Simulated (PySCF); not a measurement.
Species: C₅H₁₀O₂Si.
Bonds: C1–C2 (double), C2–C3, C3–Si4, Si4–O5, Si4–O6, Si4–C7, C7–C8 (double). Hydrogens: H9, H10 on C1; H11 on C2; H12, H13 on C3; H14 on O5; H15 on O6; H16 on C7; H17, H18 on C8.

Level of theory: PySCF 2.14.0, PBE0-D3(BJ)/def2-SVP geometry optimisation, gas phase.

(1) What internal coordinates does the optimisation give?

Results:

(1) 
```csv
bond,length (Å),order
C1=C2,1.336,double
C2–C3,1.493,single
C3–Si4,1.875,single
Si4–O5,1.660,single
Si4–O6,1.670,single
Si4–C7,1.866,single
C7=C8,1.339,double
C1–H9,1.095,single
C1–H10,1.093,single
C2–H11,1.097,single
"C3–H12, C3–H13",1.104,single
"O5–H14, O6–H15",0.961,single
C7–H16,1.098,single
C8–H17,1.096,single
C8–H18,1.097,single
```

Bonds in one row agree within 0.01 Å and their mean is given. Orders are formal, as drawn. A selection of angles:
```csv
angle,degrees
C2–C1–H9,121.5
C2–C1–H10,121.4
H9–C1–H10,117.1
C1–C2–C3,125.8
C1–C2–H11,118.7
C3–C2–H11,115.5
C2–C3–Si4,111.3
C2–C3–H12,111.0
Si4–C3–H12,108.7
Si4–C3–H13,107.0
H12–C3–H13,107.6
C3–Si4–O5,105.0
C3–Si4–O6,112.9
C3–Si4–C7,111.1
O5–Si4–O6,106.7
O5–Si4–C7,112.4
O6–Si4–C7,108.6
Si4–O5–H14,115.9
Si4–O6–H15,116.7
Si4–C7–C8,122.8
Si4–C7–H16,118.8
C8–C7–H16,118.4
C7–C8–H17,122.6
C7–C8–H18,121.3
H17–C8–H18,116.1
```

Torsions: C1–C2–C3–Si4 -106° (anticlinal); C2–C3–Si4–O5 -60° (synclinal); C3–Si4–C7–C8 137° (anticlinal); H14–O5–Si4–C3 178° (antiperiplanar); H15–O6–Si4–C3 -68° (synclinal). The mirror-image conformer, all signs reversed, is as good.

The C–C distances run from 1.336 Å (C1=C2, drawn double) to 1.493 Å (C2–C3, drawn single), a spread of 0.157 Å. Si4 (oxygen-bound silicon) is distorted tetrahedral (angles from 105.0° to 112.9°). Of the pairs four or more bonds apart, O6···H18 is among the closest relative to their van der Waals radii: 2.73 Å, 100 % of the sum of Bondi's values.

Point group: C1 (no symmetry element, even within 0.4 Å). No frequency check. The numbers are those of one conformer (C1–C2–C3–Si4 -106°, C2–C3–Si4–O5 -60°, C3–Si4–O5–H 178°, C3–Si4–O6–H -68°, C3–Si4–C7–C8 137°).
